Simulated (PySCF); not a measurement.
**Telling isomers of C$_{12}$H$_{8}$ apart by NMR**

- PBE0-D3(BJ)/def2-SVP geometry
- shieldings: GIAO PBE0/pcSseg-1
- B3LYP/pcJ-1 coupling constants (spin–dipole term left out of most H,H and C,H couplings)
- run in PySCF 2.14.0 with density-fitted response routines
- averaged over atoms made equivalent by symmetry, fast rotation or ring inversion, no solvent model, one computed conformer, non-relativistic Hamiltonian

Chemical shifts δ = σref − σ; ¹H (31.27 ppm) and ¹³C (184.41 ppm) vs TMS, all at this level. Multiplet labels drop J under 1 Hz and among equivalent protons, and merge close values. Unscaled 3J(H,H) run several per cent high. Shifts are as computed. Against solution values, carbons near 30 ppm lie about +2 ppm off and those near 130 ppm about +5 ppm (rms about the fit 1.9 ppm; single classes can miss by 10 ppm). Of 1328 compounds with measured shifts, 309 miss one by over three times the rms of a fit or turn the order of signals round; such compounds aren't used in these exercises. Signals without a measured value on file couldn't be tested in this way; 1H shifts scatter by 0.2 ppm about their fit, and single ones miss by 0.5 ppm.

(1) Tabulate the signals of `C1=Cc2cccc3cccc1c23`, `c1ccc2c(c1)-c1ccccc1-2` and their relative energies.

(2) What is the quickest way to tell C1=Cc2cccc3cccc1c23 from c1ccc2c(c1)-c1ccccc1-2?

Answers

(1) 
```json
{"SMILES": "C1=Cc2cccc3cccc1c23", "carbon types": "4×C 8×CH", "δC": "144.2, 136.1, 134.0, 132.6, 131.1, 130.9, 130.9", "δH": "7.85 (d, 2H), 7.79 (d, 2H), 7.64 (dd, 2H), 7.13 (s, 2H)", "E rel. (kcal/mol)": "0.0"}
{"SMILES": "c1ccc2c(c1)-c1ccccc1-2", "carbon types": "4×C 8×CH", "δC": "157.9, 134.1, 122.3", "δH": "6.76 (m, 4H), 6.65 (m, 4H)", "E rel. (kcal/mol)": "35.8"}
```

Energies are electronic energies at PBE0/pcSseg-1 on these geometries, without zero-point or thermal terms, each for the one conformer computed, which needn't be the lowest.

(2) Count the carbon signals: 7 against 3. The first has a ring-fusion aromatic carbon (C) at 130.9 ppm, the second a substituted aromatic carbon (C) at 157.9 ppm. Their most deshielded carbons lie at 144.2 and 157.9 ppm. In the proton spectra the most deshielded non-exchanging signals are 7.85 (d, J = 9.1 Hz, 2H) and 6.76 (m, 4H).
